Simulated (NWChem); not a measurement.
System: BHF2; SMILES FBF

```xyz
4

B      0.0000     0.0000    -0.4571
H      0.0000     0.0000    -1.6591
F     -1.1250     0.0000     0.2191
F      1.1250     0.0000     0.2191
```
Atoms are numbered in this order, from 1.

Structure relaxed at the PBE0/def2-SVP level.

Symmetry labels are those of C2v in the frame above (b1 and b2, or b-type labels, depend on it). States above −ε(HOMO) = 10.9 eV lie in this functional's continuum and hang on the basis.

Q: List the 4 lowest vertical singlet excitations from PBE0/def2-SVPD, TDA (NWChem).

A: 
| state | energy (eV) | oscillator strength | symmetry | leading excitation (squared amplitude) |
|---|---|---|---|---|
| S1 | 8.66 | 0.060 | b2 | HOMO → LUMO (0.98) |
| S2 | 9.82 | 0.000 | a2 | HOMO−1 → LUMO (0.99) |
| S3 | 10.53 | 0.013 | a1 | HOMO → LUMO+1 (0.99) |
| S4 | 11.19 | 0.016 | b1 | HOMO−2 → LUMO (0.76) |
